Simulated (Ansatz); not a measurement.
Steps of a relaxation of C₃H₉CuOSi, SMILES `C[Si](C)(C)[O][Cu]` with RKS PBE-D4/def2-SVP.

```sh
$ ansatz run in.yaml --threads 2 --pin off --events-out ev --progress --plain --max-ram 32768MiB --backend cpu
```

```yaml
crystal:
  periodic: [false, false, false]
  atoms:
    - {symbol: C, position_ang: [-0.843000, -0.462000, 1.462300]}
    - {symbol: Si, position_ang: [0.059800, 0.278900, 0.005900]}
    - {symbol: C, position_ang: [1.819800, -0.233600, 0.122100]}
    - {symbol: C, position_ang: [-0.583500, -0.356000, -1.591800]}
    - {symbol: O, position_ang: [-0.038200, 1.987200, 0.009600]}
    - {symbol: Cu, position_ang: [-1.419200, 2.831400, -0.066600]}
    - {symbol: H, position_ang: [-0.797200, -1.522100, 1.440600]}
    - {symbol: H, position_ang: [-1.916200, -0.093300, 1.366800]}
    - {symbol: H, position_ang: [-0.458700, -0.015200, 2.440500]}
    - {symbol: H, position_ang: [2.422300, 0.181000, -0.698700]}
    - {symbol: H, position_ang: [1.908800, -1.342100, 0.143800]}
    - {symbol: H, position_ang: [2.300200, 0.157700, 1.100900]}
    - {symbol: H, position_ang: [-0.138700, 0.074800, -2.461900]}
    - {symbol: H, position_ang: [-0.615900, -1.462200, -1.583300]}
    - {symbol: H, position_ang: [-1.722100, -0.075300, -1.660800]}
basis:
  gaussian: {orbitals: def2-SVP}
hamiltonian: {xc: pbe, dispersion: d4}
relax: {f_tol: 0.03, max_steps: 200}
```

Positions (Å) and forces (eV/Å) along the path, 7 of 7 steps:

```xyz
15
step=1 energy=-57794.1512 eV
C    -0.843   -0.462    1.462   -0.931    2.670    0.652
Si    0.060    0.279    0.006   -0.005    1.367    0.327
C     1.820   -0.234    0.122    1.446    0.381    1.582
C    -0.584   -0.356   -1.592   -3.321   -0.439    0.564
O    -0.038    1.987    0.010    3.811   -2.911    0.314
Cu   -1.419    2.831   -0.067   -3.656    2.259   -0.198
H    -0.797   -1.522    1.441   -0.040   -1.695    0.246
H    -1.916   -0.093    1.367    0.607   -0.545    0.193
H    -0.459   -0.015    2.441   -0.211   -0.603   -0.809
H     2.422    0.181   -0.699    0.205   -0.031   -0.286
H     1.909   -1.342    0.144    0.026    0.097   -0.110
H     2.300    0.158    1.101   -0.543   -0.463   -1.078
H    -0.139    0.075   -2.462    0.808    0.297   -1.132
H    -0.616   -1.462   -1.583    0.334   -0.129   -0.348
H    -1.722   -0.075   -1.661    1.471   -0.255    0.084
15
step=2 energy=-57794.6447 eV
C    -0.894   -0.444    1.449   -0.267    0.764    0.254
Si    0.078    0.274    0.004   -0.232    0.935    0.135
C     1.877   -0.204    0.133    0.573    0.006    0.569
C    -0.649   -0.375   -1.588   -1.170   -0.196    0.009
O     0.015    1.973    0.029    2.114   -1.753    0.126
Cu   -1.394    2.875   -0.040   -2.007    1.268   -0.098
H    -0.858   -1.538    1.472   -0.008   -0.457    0.117
H    -1.964   -0.117    1.385    0.263   -0.174   -0.018
H    -0.498   -0.028    2.408   -0.050   -0.220   -0.159
H     2.481    0.199   -0.701   -0.004    0.002   -0.103
H     1.979   -1.309    0.143    0.033   -0.011   -0.057
H     2.338    0.176    1.085   -0.229   -0.118   -0.355
H    -0.166    0.047   -2.477    0.275    0.038   -0.338
H    -0.623   -1.486   -1.619    0.116    0.032   -0.150
H    -1.744   -0.092   -1.654    0.592   -0.116    0.069
15
step=3 energy=-57794.8030 eV
C    -0.896   -0.430    1.467   -0.106    0.121    0.044
Si    0.055    0.315    0.007    0.426   -0.324    0.010
C     1.878   -0.214    0.140   -0.204    0.112   -0.004
C    -0.669   -0.380   -1.600   -0.099    0.099    0.022
O     0.075    1.986    0.034    0.065    0.010    0.011
Cu   -1.425    2.920   -0.046   -0.152    0.077   -0.009
H    -0.841   -1.538    1.491    0.018    0.007   -0.034
H    -1.969   -0.147    1.412   -0.027   -0.028    0.024
H    -0.502   -0.046    2.431    0.012   -0.005   -0.006
H     2.464    0.191   -0.709    0.029    0.001   -0.022
H     1.974   -1.318    0.137    0.010   -0.055   -0.008
H     2.326    0.171    1.078    0.020    0.005    0.016
H    -0.148    0.037   -2.485    0.007   -0.001   -0.007
H    -0.598   -1.487   -1.645    0.019   -0.007    0.011
H    -1.744   -0.111   -1.682   -0.017   -0.012   -0.048
15
step=4 energy=-57794.8098 eV
C    -0.902   -0.418    1.469    0.002    0.027    0.025
Si    0.073    0.301    0.010   -0.010   -0.021   -0.003
C     1.890   -0.219    0.139   -0.076   -0.001    0.002
C    -0.674   -0.372   -1.598   -0.001    0.000    0.017
O     0.070    1.975    0.035    0.019    0.091    0.003
Cu   -1.452    2.889   -0.046    0.004   -0.025   -0.001
H    -0.844   -1.525    1.493   -0.007   -0.040    0.017
H    -1.977   -0.140    1.410    0.025   -0.001   -0.016
H    -0.509   -0.034    2.433    0.001   -0.007   -0.013
H     2.475    0.186   -0.711    0.002   -0.002    0.000
H     1.988   -1.325    0.134    0.013    0.007    0.001
H     2.340    0.166    1.077   -0.001   -0.008   -0.010
H    -0.149    0.045   -2.482    0.011    0.003   -0.015
H    -0.603   -1.478   -1.648   -0.004   -0.026   -0.022
H    -1.748   -0.101   -1.687    0.022    0.003    0.016
15
step=5 energy=-57794.8105 eV
C    -0.900   -0.418    1.472    0.003   -0.004   -0.001
Si    0.072    0.302    0.011   -0.024   -0.017   -0.003
C     1.885   -0.221    0.138   -0.007    0.000    0.000
C    -0.671   -0.372   -1.599    0.004   -0.006    0.005
O     0.069    1.977    0.036    0.014    0.034    0.002
Cu   -1.456    2.885   -0.048    0.001   -0.020   -0.001
H    -0.844   -1.526    1.501   -0.002    0.001    0.004
H    -1.973   -0.138    1.411    0.001    0.001   -0.002
H    -0.506   -0.031    2.435    0.002    0.002   -0.002
H     2.470    0.185   -0.711    0.003   -0.001    0.001
H     1.985   -1.326    0.132    0.001    0.005    0.000
H     2.336    0.163    1.076    0.006   -0.002    0.000
H    -0.144    0.047   -2.482    0.002    0.002    0.002
H    -0.602   -1.479   -1.654   -0.002    0.003   -0.004
H    -1.744   -0.098   -1.687   -0.002    0.002    0.000
15
step=6 energy=-57794.8108 eV
C    -0.900   -0.416    1.473    0.000   -0.003    0.001
Si    0.073    0.300    0.011   -0.016   -0.005   -0.001
C     1.884   -0.222    0.138    0.014   -0.019    0.001
C    -0.671   -0.370   -1.600    0.000   -0.003    0.000
O     0.076    1.975    0.037   -0.006    0.035    0.000
Cu   -1.459    2.868   -0.051    0.000   -0.008   -0.001
H    -0.843   -1.525    1.508   -0.002    0.000    0.001
H    -1.974   -0.138    1.409    0.001   -0.001   -0.002
H    -0.509   -0.024    2.435    0.002    0.001   -0.004
H     2.470    0.185   -0.711    0.003    0.001   -0.001
H     1.987   -1.327    0.132    0.001    0.000    0.000
H     2.336    0.161    1.076    0.004    0.000    0.002
H    -0.146    0.054   -2.481    0.002    0.001    0.004
H    -0.602   -1.476   -1.661   -0.002    0.001   -0.002
H    -1.744   -0.096   -1.685    0.001    0.000    0.001
15
step=7 energy=-57794.8109 eV
C    -0.899   -0.415    1.473    0.001    0.000    0.000
Si    0.074    0.300    0.012    0.004    0.001    0.001
C     1.886   -0.223    0.138    0.001   -0.004    0.000
C    -0.670   -0.368   -1.599    0.001    0.000    0.000
O     0.073    1.977    0.038    0.001    0.004    0.000
Cu   -1.469    2.857   -0.054   -0.002    0.000    0.000
H    -0.845   -1.524    1.509    0.000    0.000    0.000
H    -1.972   -0.134    1.410   -0.002   -0.001    0.001
H    -0.507   -0.023    2.434    0.000    0.001    0.001
H     2.472    0.183   -0.711    0.000   -0.001    0.001
H     1.986   -1.329    0.130   -0.001    0.001    0.000
H     2.339    0.157    1.076    0.000    0.000   -0.001
H    -0.142    0.054   -2.479    0.000    0.001   -0.001
H    -0.606   -1.475   -1.661    0.000    0.000    0.000
H    -1.742   -0.089   -1.686   -0.002    0.000   -0.001
```

It took 39 s on 2 threads of an AMD EPYC 7R13 on a shared host, with 0.26 GiB of host memory at the peak.
